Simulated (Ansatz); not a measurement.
Steps of a relaxation of CHF2NSi, SMILES `FC1=N[SiH]1F` with RKS PBE-D4/def2-SVP.

```sh
$ ansatz run in.yaml --threads 2 --pin off --events-out ev --progress --plain --max-ram 4352MiB
```

```yaml
crystal:
  periodic: [false, false, false]
  atoms:
    - {symbol: F, position_ang: [1.485800, -1.616500, 0.754900]}
    - {symbol: C, position_ang: [0.474100, -0.790900, 0.316500]}
    - {symbol: N, position_ang: [-0.747900, -1.070200, -0.004700]}
    - {symbol: Si, position_ang: [0.028900, 0.782600, -0.107700]}
    - {symbol: F, position_ang: [-0.138900, 1.093100, -1.686200]}
    - {symbol: H, position_ang: [-1.059900, 1.537800, 0.680900]}
basis:
  gaussian: {orbitals: def2-SVP}
hamiltonian: {xc: pbe, dispersion: d4}
relax: {f_tol: 0.03, max_steps: 200}
```

Positions (Å) and forces (eV/Å) along the path, 8 of 8 steps:

```xyz
6
step=1 energy=-15832.9336 eV
F     1.486   -1.617    0.755   -0.764    1.004   -0.476
C     0.474   -0.791    0.317   -0.223   -5.411    0.956
N    -0.748   -1.070   -0.005    2.978    1.707    0.843
Si    0.029    0.783   -0.108   -3.458    1.940   -0.504
F    -0.139    1.093   -1.686    0.498    0.709   -0.476
H    -1.060    1.538    0.681    0.969    0.051   -0.344
6
step=2 energy=-15833.4908 eV
F     1.527   -1.585    0.745   -0.757    0.372   -0.338
C     0.459   -0.858    0.313    1.599   -1.511    0.951
N    -0.728   -1.178    0.025    0.258    1.323   -0.089
Si   -0.143    0.725   -0.121   -1.602   -0.064   -0.824
F    -0.058    1.164   -1.708    0.004    0.163    0.711
H    -1.015    1.669    0.699    0.498   -0.283   -0.412
6
step=3 energy=-15833.6601 eV
F     1.538   -1.588    0.746   -0.591   -0.051   -0.161
C     0.471   -0.882    0.334    1.803    0.506    0.599
N    -0.710   -1.192    0.032   -0.811    0.707   -0.363
Si   -0.238    0.682   -0.139   -0.293   -0.870   -0.722
F    -0.046    1.216   -1.693   -0.195   -0.131    0.787
H    -0.973    1.700    0.673    0.087   -0.162   -0.140
6
step=4 energy=-15833.7922 eV
F     1.476   -1.683    0.772    0.616   -0.082    0.293
C     0.554   -0.831    0.388   -0.656   -0.160   -0.387
N    -0.629   -1.146   -0.028    0.105    0.964    0.129
Si   -0.273    0.659   -0.152   -0.255   -0.605   -0.198
F    -0.125    1.220   -1.678    0.075    0.058    0.208
H    -0.960    1.717    0.652    0.116   -0.175   -0.044
6
step=5 energy=-15833.8151 eV
F     1.495   -1.673    0.781   -0.180    0.071   -0.032
C     0.553   -0.833    0.370    0.116    0.101   -0.005
N    -0.651   -1.099   -0.007   -0.201   -0.824    0.103
Si   -0.307    0.626   -0.170    0.357    0.779   -0.266
F    -0.102    1.229   -1.676   -0.083   -0.053    0.240
H    -0.946    1.686    0.656   -0.008   -0.074   -0.040
6
step=6 energy=-15833.8343 eV
F     1.495   -1.664    0.781   -0.045    0.023    0.006
C     0.546   -0.840    0.364    0.002    0.056   -0.018
N    -0.659   -1.120    0.004   -0.009   -0.029    0.023
Si   -0.286    0.640   -0.170    0.073   -0.021   -0.132
F    -0.103    1.237   -1.677   -0.025   -0.012    0.109
H    -0.950    1.683    0.652    0.005   -0.017    0.012
6
step=7 energy=-15833.8352 eV
F     1.492   -1.661    0.786    0.003   -0.002    0.014
C     0.546   -0.838    0.361   -0.012    0.014   -0.012
N    -0.660   -1.121    0.004   -0.001    0.011    0.008
Si   -0.284    0.639   -0.175    0.019   -0.026   -0.044
F    -0.106    1.241   -1.677   -0.009    0.006    0.026
H    -0.945    1.677    0.654    0.000   -0.002    0.009
6
step=8 energy=-15833.8354 eV
F     1.490   -1.659    0.793   -0.002   -0.008   -0.006
C     0.546   -0.839    0.357    0.003    0.015    0.019
N    -0.660   -1.123    0.004   -0.005    0.000   -0.005
Si   -0.284    0.637   -0.179    0.010    0.000   -0.010
F    -0.110    1.246   -1.678   -0.005   -0.001    0.000
H    -0.940    1.673    0.656   -0.002   -0.006    0.002
```

It took 9.5 s on 2 threads of an Arm Neoverse V2 on a shared host, with 0.14 GiB of host memory at the peak.
